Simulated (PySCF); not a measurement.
# Kr⁺ (krypton, charge +1) across methods

[Ar] 3d10 4s1 4p5 5s1, high-spin 4P determinant (an excited configuration). All numbers are calculated (PySCF 2.14, a scalar-relativistic core potential, in aug-cc-pVQZ-PP with ECP10MDF (7s6p5d3f2g, 89 functions)).

```tsv
method	E (hartree)	mean ε 4p α (eV)	mean ε 4p β (eV)	mean ε 5s α (eV)	Σ⟨r²⟩ (bohr²)	⟨S²⟩
CAM-B3LYP	-461.9720	-28.629	-26.054	-9.638	44.93	3.752
LDA	-461.3631	-25.480	-23.516	-8.395	44.36	3.751
PBE0	-461.9583	-27.116	-24.373	-8.725	44.11	3.753
B97-3	-462.0272	-27.267	-24.546	-8.668	44.66	3.754
PBE	-462.0033	-25.232	-23.174	-8.148	43.83	3.752
revPBE	-462.0756	-25.103	-23.015	-8.044	43.41	3.753
```

(1) Estimate the same row for UHF.

Energies and moments cover only the electrons outside the core potential. The outer electron is Rydberg-like, and this basis confines it to a smaller radius and binds it less than a complete one would.

## Answers

(1) E (hartree) = -460.61718; mean ε 4p α (eV) = -31.986; mean ε 4p β (eV) = -26.743; mean ε 5s α (eV) = -9.996; Σ⟨r²⟩ (bohr²) = 46.27; ⟨S²⟩ = 3.757.
